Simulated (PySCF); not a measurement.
# Sn⁺: excitation energy

Sn⁺ [Kr] 4d10 5s2 5p1 (2P) → Sn⁺ [Kr] 4d10 5s1 5p1 6s1 (4P), as a difference of total energies. All numbers are calculated (PySCF 2.14, a scalar-relativistic core potential, in aug-cc-pwCVDZ-PP with ECP28MDF (6s5p4d1f, 48 functions)). Correlated levels: valence: 4s2 4p6 4d10 frozen. The calculations carry no spin-orbit coupling.

```tsv
method	excitation energy (cm⁻¹)
UHF	96093
MP2 (valence)	101110
SCS-MP2 (valence)	102950
CCSD (valence)	102990
CCSD(T) (valence)	103080
CCSDT (valence)	103110
```

The promoted electron is Rydberg-like, and one or two diffuse shells describe it only roughly, which tends to raise the upper state.
